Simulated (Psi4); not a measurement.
F$_{4}$OW (SMILES [O]=[W]([F])([F])([F])[F]), singlet, at a GFN2-xTB geometry (such geometries of metal compounds can be far from the true shape) (core potentials on W); B3LYP/def2-TZVPD in Psi4.

Input for Psi4:
```
memory 2 GB

molecule mol {
0 1
W     0.057041   -0.033595    0.054502
O     1.169933   -0.689047    1.117855
F    -1.158081    0.682067   -1.106531
F     0.003945    1.695711    0.764499
F     1.015392   -0.306282   -1.528098
F    -1.370199   -1.182784    0.428355
}

set {
  basis def2-tzvpd
  reference rks
}

energy('b3lyp')
print_variables()
```

What the program printed (banner, timings and long lists left out):

```
   => Loading Basis Set <=

    Name: DEF2-TZVPD
    Role: ORBITAL
    Keyword: BASIS

    !!!  WARNING: ECP capability is in beta. Please check occupations closely.  !!!

         ---------------------------------------------------------
                                   SCF
               by Justin Turney, Rob Parrish, Andy Simmonett
                          and Daniel G. A. Smith
                              RKS Reference
         ---------------------------------------------------------

  ==> Geometry <==

    Molecular point group: c1
    Full point group: C1

    Geometry (in Angstrom), charge = 0, multiplicity = 1:

       Center              X                  Y                   Z               Mass
    ------------   -----------------  -----------------  -----------------  -----------------
         W            0.055090514063    -0.032446303874     0.052638307861   183.950930920000
         O            1.167982514063    -0.687898303874     1.115991307861    15.994914619570
         F           -1.160031485937     0.683215696126    -1.108394692139    18.998403162730
         F            0.001994514063     1.696859696126     0.762635307861    18.998403162730
         F            1.013441514063    -0.305133303874    -1.529961692139    18.998403162730
         F           -1.372149485937    -1.181635303874     0.426491307861    18.998403162730

  Running in c1 symmetry.

  Rotational constants: A =      0.08626  B =      0.08109  C =      0.08109 [cm^-1]
  Rotational constants: A =   2585.89711  B =   2431.05724  C =   2431.05588 [MHz]
  Nuclear repulsion =  325.586131977235993

  Charge       = 0
  Multiplicity = 1
  Electrons    = 58
  Nalpha       = 29
  Nbeta        = 29

  ==> Algorithm <==

  SCF Algorithm Type is DF.
  DIIS enabled.
  MOM disabled.
  Fractional occupation disabled.
  Guess Type is SAD.
  Energy threshold   = 1.00e-06
  Density threshold  = 1.00e-06
  Integral threshold = 1.00e-12

  ==> Primary Basis <==

  Basis Set: DEF2-TZVPD
    Blend: DEF2-TZVPD
    Number of shells: 85
    Number of basis functions: 243
    Number of Cartesian functions: 279
    Spherical Harmonics?: true
    Max angular momentum: 3

  Core potential: DEF2-TZVPD
    Number of shells: 4
    Number of ECP primitives: 10
    Number of ECP core electrons: 60
    Max angular momentum: 3

  ==> DFT Potential <==

   => LibXC <=

    Version 7.1.2
[...]
   @DF-RKS iter   6:  -542.15622686188897   -3.30743e-04   4.22019e-04 ADIIS/DIIS
   @DF-RKS iter   7:  -542.15941165719642   -3.18480e-03   1.53203e-04 ADIIS/DIIS
   @DF-RKS iter   8:  -542.15988621311783   -4.74556e-04   2.19768e-05 DIIS
   @DF-RKS iter   9:  -542.15989373620914   -7.52309e-06   1.25527e-05 DIIS
   @DF-RKS iter  10:  -542.15989663227106   -2.89606e-06   1.14919e-06 DIIS
   @DF-RKS iter  11:  -542.15989665918039   -2.69093e-08   2.63152e-07 DIIS
  Energy and wave function converged.

  ==> Post-Iterations <==

   Electrons on quadrature grid:
      Ntotal   =   57.9999815711 ; deviation = -1.843e-05

    Orbital Energies [Eh]
    ---------------------

    Doubly Occupied:

[...]
    Virtual:

[...]
     243A    581.820539

    Final Occupation by Irrep:
              A
    DOCC [    29 ]
    NA   [    29 ]
    NB   [    29 ]

  @DF-RKS Final Energy:  -542.15989665918039

   => Energetics <=

    Nuclear Repulsion Energy =            325.5861319772359934
    One-Electron Energy =               -1422.1136093348302438
    Two-Electron Energy =                 601.3938841749250059
    DFT Exchange-Correlation Energy =     -47.0263034765110675
    Empirical Dispersion Energy =           0.0000000000000000
    VV10 Nonlocal Energy =                  0.0000000000000000
    Total Energy =                       -542.1598966591803901

Computation Completed

Properties will be evaluated at   0.000000,   0.000000,   0.000000 [a0]

Properties computed using the SCF density matrix

 Multipole Moments:

 ------------------------------------------------------------------------------------
     Multipole            Electronic (a.u.)      Nuclear  (a.u.)        Total (a.u.)
 ------------------------------------------------------------------------------------

 L = 1.  Multiply by 2.5417464519 to convert [e a0] to [Debye]
 Dipole X            :          6.8474938           -6.6812726            0.1662212
 Dipole Y            :         -4.0330345            3.9350266           -0.0980080
 Dipole Z            :          6.5428235           -6.3838750            0.1589485
 Magnitude           :                                                    0.2499994

 ------------------------------------------------------------------------------------

  Variable Map:
  ----------------------------------------------------------------------------
[...]
  Array Variable Map:
  ----------------------------------------------------------------------------
[...]
[...]
```
